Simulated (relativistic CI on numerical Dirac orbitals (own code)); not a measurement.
Cu2+ in a cubic cluster: 2p photoemission with charge transfer

Computed with a charge-transfer multiplet model of a cubic metal-ligand cluster with up to one ligand hole, Slater and spin-orbit integrals from Dirac-Coulomb-Breit ions, Slater integrals scaled by 0.8. The ground state mixes d9 with configurations of k ligand holes L, whose averages lie at kΔ + k(k − 1)U_dd/2; a core hole lowers each added d electron by U_cd. 300 K, Lorentzian 0.6 eV and Gaussian 0.8 eV FWHM.

Atomic integrals in eV (Slater integrals scaled, ζ unscaled), ground: F2dd 11.066, F4dd 6.905, zeta_d 0.099; with the core hole: F2dd 11.066, F4dd 6.905, zeta_d 0.138, zeta_core 13.377, F2cd 7.060, G1cd 5.412, G3cd 3.079.

Cluster parameters (eV): Δ = 2.8, U_dd = 8.2, U_cd = 10.4, 10Dq(ligand) = 0.3, V(eg) = 2.5, V(t2g) = -1.11, final-state hopping factor = 0.9.

```json
{"Case": "10Dq = 0.45 eV", "n_d": "9.25", "d9": "0.75", "d10L": "0.25", "S": "0.50"}
{"Case": "10Dq = 0.75 eV", "n_d": "9.24", "d9": "0.76", "d10L": "0.24", "S": "0.50"}
{"Case": "10Dq = 1.05 eV", "n_d": "9.23", "d9": "0.77", "d10L": "0.23", "S": "0.50"}
{"Case": "10Dq = 1.35 eV", "n_d": "9.22", "d9": "0.78", "d10L": "0.22", "S": "0.50"}
{"Case": "10Dq = 2.25 eV", "n_d": "9.19", "d9": "0.81", "d10L": "0.19", "S": "0.50"}
```

Weights, n_d and S are thermal averages at 300 K. Binding energies count from the first peak over 30 % of the highest in each spectrum, which can be another peak from case to case. The parameters are a model scan and need not match a compound or its usual spin state. Peaks in eV (height, largest 100):
- 10Dq = 0.45 eV: 0.0 (100), 7.5 (39), 10.3 (31), 20.1 (49), 29.1 (32)
- 10Dq = 0.75 eV: 0.0 (100), 7.5 (46), 10.2 (31), 20.1 (49), 29.0 (32)
- 10Dq = 1.05 eV: 0.0 (100), 7.4 (52), 10.0 (32), 20.1 (49), 27.9 (21), 29.0 (32)
- 10Dq = 1.35 eV: 0.0 (100), 7.4 (59), 9.9 (32), 20.1 (49), 27.8 (24), 29.0 (32)
- 10Dq = 2.25 eV: 0.0 (100), 7.1 (74), 9.5 (30), 20.1 (49), 27.5 (32), 28.6 (28)

Curve for 10Dq = 0.75 eV (points under 2 left out, the grid thinned):

```
E (eV)  Intensity
  -2.8        2.1
  -2.3        3.1
  -1.8        5.3
  -1.3       11.1
  -0.7       41.5
  -0.2       93.7
   0.3       80.1
   0.8       29.6
   1.3       10.4
   1.8        5.2
   2.4        3.1
   2.9        2.3
   4.8        2.0
   5.3        2.6
   5.8        3.9
   6.3        7.9
   6.9       26.9
   7.4       45.3
   7.9       38.9
   8.4       29.8
   8.9       25.0
   9.4       24.2
  10.0       30.3
  10.5       26.8
  11.0       12.0
  11.5        4.7
  12.0        2.5
  18.2        2.5
  18.7        4.8
  19.3       16.6
  19.8       42.3
  20.3       43.8
  20.8       18.0
  21.3        6.1
  21.8        2.9
  26.6        2.9
  27.1        7.1
  27.6       15.0
  28.1       18.4
  28.6       25.8
  29.1       32.0
  29.7       18.9
  30.2        9.8
  30.7        4.8
  31.2        2.2
```

For the case 10Dq = 1.35 eV, Δ = 2.8 eV is smaller than U_dd = 8.2 eV, the charge-transfer side of the Zaanen-Sawatzky-Allen scheme. With the core hole the average of the configuration with one ligand hole lies at Δ − U_cd = -7.6 eV before mixing: it lies below the unscreened one, so the lowest final states are mostly screened and the unscreened weight appears at higher binding energy as a satellite.
